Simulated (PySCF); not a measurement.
Spectra and structures to be paired. Computed, not measured: PySCF 2.14.0, density-fitted response routines, TDDFT CAM-B3LYP/def2-SVPD, vertical, gas phase, core orbitals frozen in the response. Geometries: GFN2-xTB; one conformer of each isolated species. Triplets are in the Tamm–Dancoff approximation.

A. `c1cnn(n1)[SiH](C)C`
B. `[C@H]1([S@](=O)CC1)F`
C. `C=C(OC)C(=O)Cl`
D. `Cl[Si](Cl)(Cl)Cl`
E. `CC[Si@@](C)(O)S`

Lowest singlet levels (six at most, fewer where fewer were computed) with oscillator strengths:

1. 6.25 eV (f 0.000); 6.61 eV (f 0.254); 7.14 eV (f 0.010); 7.43 eV (f 0.029); 7.72 eV (f 0.006); 8.00 eV (f 0.050); T1 4.96 eV
2. 5.16 eV (f 0.026); 5.55 eV (f 0.005); 6.44 eV (f 0.043); 6.54 eV (f 0.025); 6.61 eV (f 0.009); 7.10 eV (f 0.049); T1 4.31 eV
3. 7.72 eV (f 0.000 summed over 3 states); 8.60 eV (f 0.000 summed over 2 states); 8.64 eV (f 0.387 summed over 3 states); T1 7.27 eV
4. 6.22 eV (f 0.030); 6.75 eV (f 0.058); 7.13 eV (f 0.013); 7.49 eV (f 0.034); 7.68 eV (f 0.015); 7.73 eV (f 0.040); T1 5.81 eV
5. 4.59 eV (f 0.000); 5.10 eV (f 0.141); 5.92 eV (f 0.000); 6.48 eV (f 0.053); 7.06 eV (f 0.043); 7.41 eV (f 0.000); T1 3.19 eV

Question: Match each spectrum to its molecule.

Answer: 1 = A, 2 = B, 3 = D, 4 = E, 5 = C.
- A: S1 at 6.25 eV, HOMO-2→LUMO (92%); Löwdin shares by element: HOMO carbon 44% or more, nitrogen 32% or more (atoms not listed hold the other 25%); LUMO nitrogen 64%, carbon 11% or more (atoms not listed hold the other 25%); HOMO -9.00 and LUMO 0.91 eV.
- B: S1 at 5.16 eV, HOMO→LUMO (90%); Löwdin shares by element: HOMO oxygen 43%, sulfur 32%, carbon 15% or more; LUMO sulfur 48%, carbon 22% or more, oxygen 10% (atoms not listed hold the other 20%); HOMO -8.30 and LUMO 0.58 eV.
- C: S1 at 4.59 eV, HOMO-1→LUMO (87%), HOMO-2→LUMO (9%); Löwdin shares by element: HOMO carbon 53% or more, oxygen 33%; LUMO carbon 59% or more, oxygen 22% or more (atoms not listed hold the other 19%); HOMO -8.94 and LUMO -1.01 eV; point group Cs, 3 of its 6 listed states under f = 0.0005.
- D: S1 at 7.72 eV, HOMO-2/HOMO-1/HOMO→LUMO (≥83%); Löwdin shares by element: HOMO (one of a set within 0.03 eV) chlorine 100%; LUMO chlorine 57% or more, silicon 24% (atoms not listed hold the other 19%); HOMO -11.00 and LUMO 0.11 eV; point group Td, 5 of its 8 listed states under f = 0.0005.
- E: S1 at 6.22 eV, HOMO→LUMO (41%), HOMO→LUMO+1 (28%), HOMO→LUMO+3 (11%); Löwdin shares by element: HOMO sulfur 77%, hydrogen 7% or more, silicon 7%; LUMO sulfur 18%, oxygen 17%, silicon 17%, hydrogen 10% or more (atoms not listed hold the other 38%); HOMO -8.54 and LUMO 0.79 eV.
A and E have S1 within 0.04 eV of each other; their strongest listed levels stand at 6.61 eV (f 0.254) and 6.75 eV (f 0.058).

A slash joins orbitals within 0.01 eV of each other, whose weights are summed (≥ marks a lower bound).
